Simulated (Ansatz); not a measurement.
Cost and result for the atomization energy of C$_{3}$H$_{9}$AgClP, SMILES `C[P+](C)(C)[Ag-][Cl]` (15 atoms, 14 bonds).

Cartesian coordinates in Å:
```
C -0.943 -1.223 -0.776
P -0.141 0.198 0.026
C 0.492 -0.504 1.580
C 1.363 0.443 -0.965
Ag -1.478 2.079 0.264
Cl -2.796 3.935 0.495
H -0.258 -2.070 -0.856
H -1.279 -0.935 -1.774
H -1.819 -1.521 -0.198
H 1.083 0.249 2.105
H 1.113 -1.383 1.391
H -0.345 -0.784 2.220
H 1.978 1.220 -0.508
H 1.943 -0.481 -1.037
H 1.088 0.775 -1.967
```

Total charge 0; spin multiplicity 1. Correlated methods include outer-core shells of Ag, which these sets cover unevenly. Ag: def2 effective core potential. Geometry: relaxed with PBE0-D4/def2-TZVP. It is one conformer, not always the lowest. Program: Ansatz. All runs use 2 threads of an AMD EPYC 7R13 on a shared host and a share of an NVIDIA H100 80 GB. Times are those of one run each, without the atoms' runs, and a repeat can differ threefold. Electronic energies, without spin–orbit coupling; frozen cores. CCSD(T)/CBS adds CCSD(T) − MP2 in def2-TZVPP to the MP2 limit, and its time is that of the two runs behind it. T1 = 0.013. With those shells the extrapolation isn't a true limit.

CCSD(T)/CBS is a level of theory with its own doubt, some kJ/mol a heavy atom from the limit and from the frozen cores, so smaller differences don't rank the functionals.

```
                             level  functions  wall time
            LDA (SPW92)/def2-TZVPP        359      6.5 s
                PBE0-D4/def2-TZVPP        359      8.6 s
             r2SCANh-D4/def2-TZVPP        359      9.5 s
           CAM-B3LYP-D4/def2-TZVPP        359      9.5 s
                BLYP-D4/def2-TZVPP        359       10 s
r2SCAN-D4/def2-TZVPP (with forces)        359       11 s
                 B97M-V/def2-TZVPP        359       17 s
                  CCSD(T)/def2-SVP        154       23 s
                ωB97X-V/def2-TZVPP        359       24 s
  ωB97M-V/def2-TZVPP (with forces)        359       24 s
                    MP2/def2-QZVPP        669       32 s
                CCSD(T)/def2-TZVPP        359       49 s
                 CCSD(T)/CBS(def2)          –       81 s
```

**Question.** What atomization energy does each give, and how far from CCSD(T)/CBS? (Best estimate.)

**Answer.** Computed: 
| level | atomization (kJ/mol) | difference from CCSD(T)/CBS | per bond |
| --- | --- | --- | --- |
| LDA (SPW92)/def2-TZVPP | 5979.2 | 711.9 | 50.8 |
| PBE0-D4/def2-TZVPP | 5279.4 | 12.1 | 0.9 |
| r2SCANh-D4/def2-TZVPP | 5267.1 | -0.2 | 0.0 |
| CAM-B3LYP-D4/def2-TZVPP | 5277.8 | 10.5 | 0.7 |
| BLYP-D4/def2-TZVPP | 5231.0 | -36.3 | -2.6 |
| r2SCAN-D4/def2-TZVPP (with forces) | 5291.7 | 24.4 | 1.7 |
| B97M-V/def2-TZVPP | 5284.4 | 17.1 | 1.2 |
| CCSD(T)/def2-SVP | 4968.5 | -298.8 | -21.3 |
| ωB97X-V/def2-TZVPP | 5289.6 | 22.3 | 1.6 |
| ωB97M-V/def2-TZVPP (with forces) | 5292.7 | 25.4 | 1.8 |
| MP2/def2-QZVPP | 5264.4 | -2.9 | -0.2 |
| CCSD(T)/def2-TZVPP | 5123.5 | -143.8 | -10.3 |
| CCSD(T)/CBS(def2) | 5267.3 | 0.0 | 0.0 |

From PBE to PBE0 (25 % exact exchange), in def2-TZVPP and without D4, the atomization energy moves by −57.6 kJ/mol: exact exchange takes away binding that semilocal exchange gives to molecules. The D4 term adds +66.8 kJ/mol with B3LYP and +35.6 kJ/mol with PBE0; it sums over pairs of atoms, weighted by their polarisabilities, and B3LYP, whose exchange is more repulsive, gets the larger term. Leaving LDA and LC-ωPBE aside and taking each functional with its dispersion term where it has one, the values, not all of them listed here, spread over 199.0 kJ/mol, from BHLYP-D4 to PBE-D4. LDA lies +677.9 kJ/mol from PBE without D4, its usual overbinding.

B3LYP here is the variant with VWN-RPA as its local correlation; programs differ in this.
